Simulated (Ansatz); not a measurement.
Total energies of CH7AlBGaSi (`[BH2][Ga]1[CH2][SiH2][AlH]1`).

```xyz
12

B    -1.158   -2.621   -0.749
Ga   -0.517   -0.694   -0.503
C    -0.506    0.564    1.071
Si    1.121    1.489    0.801
Al    0.907    1.134   -1.620
H    -2.240   -2.876   -1.197
H    -0.426   -3.550   -0.557
H    -1.338    1.257    0.880
H    -0.663    0.111    2.052
H     1.276    2.758    1.574
H     2.237    0.587    1.238
H     1.309    1.840   -2.991
```

Charge 0, multiplicity 1. Correlated methods include outer-core shells of Ga, which these sets cover unevenly. Scalar relativity is left out up to krypton. Geometry: relaxed with PBE0-D4/def2-TZVP. Basis def2-TZVPP, the Gaussian-basis code of Ansatz.

RPA on PBE orbitals: Hartree–Fock energy of these orbitals -2520.61034 Eh, correlation -1.23734 Eh (frozen core).

```csv
functional,kind,energy without D4 (Eh),D4 term (kJ/mol)
LDA (SPW92),LDA,-2517.97673,–
BLYP,GGA,-2523.93516,-63.6
r2SCAN,meta-GGA,-2523.80275,-7.1
PBE0,"global hybrid, 25 % exact exchange",-2523.33479,-25.9
B3LYP,"global hybrid, 20 %",-2524.01525,-49.3
r2SCANh,"meta-GGA hybrid, 10 %",-2523.78637,-7.8
r2SCAN0,"meta-GGA hybrid, 25 %",-2523.76369,-8.7
HSE06 (plane-wave form),screened hybrid,-2523.31686,-24.7
BHLYP,"global hybrid, 50 %",-2523.84438,-45.5
CAM-B3LYP,range-separated hybrid,-2523.98793,-27.1
LC-ωPBE,long-range corrected hybrid,-2523.43137,–
ωB97X-V,range-separated hybrid GGA with VV10,-2523.63107,–
ωB97M-V,range-separated hybrid meta-GGA with VV10,-2523.71863,–
PBE-QIDH,double hybrid,-2522.80887,–
```

(1) Give the same for PBE, revPBE, B97M-V, B2PLYP. (An estimate is asked.)

B3LYP takes the VWN-RPA correlation (the form of Gaussian; ORCA's B3LYP/G). HSE06 is the plane-wave form, built on full-range PBE exchange. The double hybrids freeze the cores in their second-order part.

Results:

(1) Ansatz gave: 
```csv
functional,kind,energy without D4 (Eh),D4 term (kJ/mol)
PBE,GGA,-2523.22786,-30.2
revPBE,GGA,-2523.64199,-74.8
B97M-V,meta-GGA with VV10,-2523.42786,–
B2PLYP,double hybrid,-2523.23582,–
```

LC-ωPBE has ω = 0.4 bohr⁻¹.
